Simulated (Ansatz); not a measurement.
Isolated molecules relaxed with PBE0-D4/def2-TZVP in Ansatz; ΔE leaves out vibrations. CCSD(T)/CBS adds triple-zeta CCSD(T) − MP2 to the extrapolated MP2 energy (def2 sets, frozen cores). Functionals use def2-TZVPP. For Ga outer-core shells are correlated without core-valence functions, which leaves a few kJ/mol of doubt a bond. Scalar relativity is left out up to krypton. One conformer a species, not always the lowest.

Consider the redistribution: `BCC(O)[SiH3]` + `[CH3][GaH2]` → `[SiH3][GaH2]` + `BCC(C)O`.

| level | ΔE (kJ/mol) |
| --- | --- |
| PBE-D4 | -26.6 |
| r2SCAN-D4 | -24.0 |
| ωB97X-V | -23.3 |
| CCSD/def2-TZVPP | -23.9 |

Problem. What does CCSD(T)/CBS give? (An estimate is asked.)

Solution. The calculation gave: -20.5 kJ/mol. The listed levels differ from it by -6.1, -3.5, -2.8, -3.4 kJ/mol.

Largest T1 diagnostic among the species: 0.013.

In def2-TZVPP, CCSD(T) changes the Hartree–Fock value by +6.7 kJ/mol (the triples alone add +1.5 kJ/mol) and MP2 by +14.3 kJ/mol.
